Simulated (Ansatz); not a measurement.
Program: Ansatz. Geometries: PBE0-D4/def2-TZVP. ΔE: electronic, gas phase. CCSD(T)/CBS adds triple-zeta CCSD(T) − MP2 to the extrapolated MP2 energy (def2 sets, frozen cores). This one scheme is used for every species. One conformer a species, not always the lowest.

`FCC(F)=C(F)F` + H₂ → `F/C=C(\F)CF` + H–F  (hydrogenolysis of a C–F bond)

```tsv
species	MP2/CBS(def2) energy (Eh)
`FCC(F)=C(F)F`	-514.39403
H₂	-1.16771
`F/C=C(\F)CF`	-415.21412
H–F	-100.38702
```

Q: Work out ΔE.

A: ΔE = (-415.21412) + (-100.38702) − (-514.39403) − (-1.16771) = -0.03940 Eh = -1.07 eV. CCSD(T)/CBS gives -1.04 eV.

Largest T1 diagnostic among the species: 0.012.

From r2SCAN to r2SCAN0 (25 % exact exchange), in def2-TZVPP and without D4, ΔE moves by −0.10 eV. Leaving LDA and LC-ωPBE aside and taking each functional with its dispersion term where it has one, the values, not all of them listed here, spread over 0.19 eV, from PBE-QIDH to revPBE-D4. LDA lies +0.09 eV from PBE without D4.
